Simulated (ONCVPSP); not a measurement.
Transferability test, ONCV potential for cadmium (Cd)

* Element: cadmium (Cd)
* Generator: ONCVPSP 4.0.1
* Type: optimised norm-conserving Vanderbilt (ONCV)
* Functional: BLYP
* Relativity: scalar-relativistic
* Frozen core: [Ar] 3d10
* Valence charge: 20
* Reference configuration: 4s2 4p6 4d10 5s1.5 (charge +0.5)
* Partial waves: 4s+5s: rc 1.55 bohr, ncon 5, nbas 10, qcut 6.4 1/bohr, 2 projectors; 4p: rc 1.20 bohr, ncon 3, nbas 7, qcut 14.2 1/bohr, 2 projectors, debl 1.4 Ha; 4d: rc 1.85 bohr, ncon 4, nbas 8, qcut 8.1 1/bohr, 1 projector
* Local potential: polynomial inside 1.00 bohr (lpopt 5, dvloc0 0 Ha)
* Core correction: Teter function, fcfact 2, rcfact 1.15

In the p channel the program set the typed energies aside and used -2.611, 0.250 Ha.

Energies are relative to the spin-unpolarised reference configuration 4s2 4p6 4d10 5s1.5; without spin polarisation the order of configurations can differ from experiment.

| valence configuration | charge | ΔE all-electron (eV) | error AE − PS (meV) |
| --- | --- | --- | --- |
| 4s2 4p6 4d10 5s1 | +1 | 5.599 | -1.1 |
| 4s2 4p6 4d10 5s0 | +2 | 22.896 | -6.7 |
| 4s2 4p6 4d9 5s2 | +1 | 14.080 | +9.6 |

Question: What are ΔE and the potential's error for 4s2 4p6 4d10 5s2?

Answer: ΔE = -3.719 eV all-electron; the error (AE − PS) is +0.6 meV.

Levels in the configuration 4s2 4p6 4d9 5s2:

```csv
level,all-electron (eV),pseudo (eV)
4s,-119.607,-119.565
4p,-80.448,-80.437
4d,-24.388,-24.362
5s,-14.604,-14.607
```
